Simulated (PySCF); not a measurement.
## How methods differ on the ionisation energy of Zr²⁺

Zr²⁺ [Kr] 4d2 (3F) → Zr³⁺ [Kr] 4d1 (2D), as a difference of total energies. Computed with PySCF 2.14 in def2-TZVPPD with the def2 core potential (28 electrons), with a scalar-relativistic core potential. Correlated levels: valence: 4s2 4p6 frozen. The calculations carry no spin-orbit coupling.

```
           method  ionisation energy (eV)
              UHF                  22.405
    MP2 (valence)                  22.493
SCS-MP2 (valence)                  22.434
   CCSD (valence)                  22.523
```

Question: How much does correlation contribute at MP2 (valence)?

Answer: 22.493 − (22.405) = 0.088 eV, measured against UHF.

The reference lies between the lowest fine-structure levels, while these numbers refer to the centres of the terms.

Errors of the correlated levels include the incompleteness of this basis and the frozen core.

With two correlated electrons CCSD is exact in that space.

For comparison: 23.170 eV (semi-empirical (NIST evaluation); NIST Atomic Spectra Database, ionization energies).
